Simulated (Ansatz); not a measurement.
Computed with Ansatz on PBE0-D4/def2-TZVP structures; ΔE is electronic, products minus reactants. CCSD(T)/CBS is the MP2 limit (def2-TZVPP, def2-QZVPP) plus CCSD(T) − MP2 in def2-TZVPP, frozen cores. Functionals use def2-TZVPP. B3LYP here is the variant with VWN-RPA as its local correlation; programs differ in this. HSE06 is defined as in plane-wave codes. Elements past krypton have def2 core potentials. For In, Ti outer-core shells are correlated without core-valence functions, which leaves a few kJ/mol of doubt a bond. Scalar relativity is left out up to krypton. One conformer a species, not always the lowest.

Consider the redistribution: `[CH3][In]([CH3])[CH3]` + `CC1=CC(C(F)(F)F)=[O+][Ti-]([OH])([OH])([F])[O]1` → `CC1=CC(C(F)(F)F)=[O+][In-]([CH3])([CH3])[O]1` + `[CH3][Ti]([OH])([OH])[F]`.

`[CH3][In]([CH3])[CH3]`:

Cartesian coordinates in Å:
```
C 1.508 -0.028 1.553
In -0.002 -0.010 0.003
C -1.950 0.844 0.403
C 0.438 -0.826 -1.951
H 1.057 -0.065 2.546
H 2.103 0.888 1.489
H 2.186 -0.875 1.436
H -2.395 1.257 -0.504
H -1.894 1.624 1.163
H -2.616 0.061 0.775
H 1.184 -1.620 -1.892
H 0.842 -0.035 -2.591
H -0.462 -1.214 -2.430
```

`CC1=CC(C(F)(F)F)=[O+][Ti-]([OH])([OH])([F])[O]1`:

Z-matrix (Å, degrees):
```
Ti
O 1 2.016
O 1 1.796 2 124.5
F 1 1.765 2 119.7 3 -159.7
C 1 3.038 2 17.5 3 -80.2
O 1 1.784 2 84.4 3 98.5
O 1 2.069 2 79.7 3 -78.7
H 1 2.429 2 124.4 3 -24.3
C 5 1.532 1 141.2 2 -0.9
C 5 1.371 1 98.9 2 179.6
H 6 0.958 1 131.5 2 2.9
C 7 1.254 1 136.6 2 -2.5
F 9 1.333 5 112.4 1 -179.4
F 9 1.332 5 110.2 1 -59.0
F 9 1.332 5 110.1 1 60.1
H 10 1.078 5 120.0 1 179.3
C 12 1.493 7 117.2 1 -177.7
H 17 1.088 12 112.4 7 179.5
H 17 1.092 12 108.9 7 57.7
H 17 1.093 12 109.1 7 -58.8
```

`CC1=CC(C(F)(F)F)=[O+][In-]([CH3])([CH3])[O]1`:

Cartesian coordinates in Å:
```
C 2.320 -0.697 1.992
C 1.171 -0.375 1.085
C -0.141 -0.523 1.583
C -1.297 -0.266 0.866
C -2.647 -0.481 1.571
F -2.526 -0.906 2.831
F -3.339 0.659 1.595
F -3.370 -1.386 0.909
O -1.436 0.132 -0.317
In 0.168 0.576 -1.739
C 0.207 -1.144 -2.999
C 0.271 2.706 -1.732
O 1.476 0.007 -0.074
H 2.966 0.181 2.070
H 2.915 -1.493 1.538
H 1.999 -1.004 2.985
H -0.251 -0.861 2.601
H 0.120 -0.884 -4.053
H -0.621 -1.798 -2.724
H 1.144 -1.680 -2.843
H -0.532 3.094 -1.103
H 0.174 3.126 -2.733
H 1.228 3.016 -1.310
```

`[CH3][Ti]([OH])([OH])[F]`:

Z-matrix (Å, degrees):
```
C
Ti 1 2.059
H 1 1.093 2 110.1
H 1 1.094 2 109.0 3 120.0
H 1 1.094 2 109.4 3 -120.2
O 2 1.786 1 105.5 3 -61.4
O 2 1.778 1 105.5 3 58.5
F 2 1.766 1 105.8 3 179.4
H 6 0.957 2 136.3 1 109.7
H 7 0.956 2 144.0 1 115.7
```

(1) Is it downhill or uphill in electronic energy at CCSD(T)/CBS, and by how much? (An estimate is asked.)

(2) What do these levels give: PBE-D4, B97M-V, PBE0-D4, B3LYP-D4, B2PLYP, PBE, PBE0, HSE06, LC-ωPBE, CCSD(T)/def2-SVP, HF/def2-TZVPP, SCS-MP2/def2-QZVPP? (An estimate is asked.)

Largest T1 diagnostic among the species: 0.022, so the coupled-cluster value is less sure than usual.

Results:

(1) Ansatz gave: Nearly level: ΔE = +0.4 kcal/mol.

(2) Ansatz gave: PBE-D4 3.5, B97M-V 2.2, PBE0-D4 2.2, B3LYP-D4 1.5, B2PLYP 2.0, PBE 3.4, PBE0 2.1, HSE06 2.1, LC-ωPBE 1.0, CCSD(T)/def2-SVP 3.4, HF/def2-TZVPP -0.8, SCS-MP2/def2-QZVPP -1.3 kcal/mol.

From PBE to PBE0 (25 % exact exchange), in def2-TZVPP and without D4, ΔE moves by −1.3 kcal/mol. In def2-TZVPP, CCSD(T) changes the Hartree–Fock value by +3.5 kcal/mol (the triples alone add +1.6 kcal/mol) and MP2 by +2.0 kcal/mol.
